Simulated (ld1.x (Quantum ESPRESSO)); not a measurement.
# What one change does to a pseudopotential (S (Z = 16), RRKJ)

* Element: sulfur
* Generator: ld1.x (Quantum ESPRESSO) 7.5
* Type: norm-conserving RRKJ (Kleinman–Bylander form)
* Functional: PBE
* Relativity: scalar-relativistic
* Frozen core: [Ne]
* Valence charge: 6
* Reference configuration: 3s2 3p3.75 (charge +0.25)
* Partial waves: 3p (bound): rc 1.65 bohr; 3d channel at 0.3 Ry: rc 1.75 bohr; 3s (bound): rc 1.35 bohr
* Local potential: the s channel
* Core correction: none

Change: all radii scaled by about 1.23 (s 1.66, p 2.02, d 2.16 bohr).

Cutoffs: the cutoffs (Ry, on a coarse ladder) from which the occupation-weighted sum of valence levels, in a spherical-Bessel basis at the reference potential, stays within 10 and 1 mRy of its value at 400 Ry; they do not see the model core or the augmentation charge, which bear on the density cutoff. Errors are all-electron minus pseudo energies relative to the spin-unpolarised reference configuration.

Q: What does the change do?

A: The potential gets softer (45 Ry and 60 Ry → 35 Ry and 50 Ry); of the 7 tests that both files solve, the error grows in 5 and shrinks in 1 by more than 15 % and 0.3 meV (median size 10.0 → 4.8 meV); neither file shows a bound ghost. A larger radius leaves more room for a smooth pseudo-wave, so fewer plane waves are needed.

| quantity | base | changed |
| --- | --- | --- |
| cutoff, loose | 45 Ry | 35 Ry |
| cutoff, tight | 60 Ry | 50 Ry |
| loose cutoff by channel (10 mRy a level) | p 25 Ry, s 21 Ry | p 10 Ry, s 18 Ry |
| bound ghosts | none | none |
| error for 3s2 3p4, meV [ΔE -2.04 eV] | +0.2 | +0.3 |
| error for 3s2 3p3, meV [ΔE 9.73 eV] | +1.2 | +2.2 |
| error for 3s2 3p2, meV [ΔE 32.02 eV] | +17 | +24 |
| error for 3s2 3p0, meV [ΔE 112.85 eV] | +225 | +270 |
| error for 3s1 3p4, meV [ΔE 20.61 eV] | -0.1 | +1.1 |
| error for 3s0 3p6, meV [ΔE 18.70 eV] | -10 | -4.8 |
| error for 3s2 3p1, meV [ΔE 66.06 eV] | +74 | +95 |
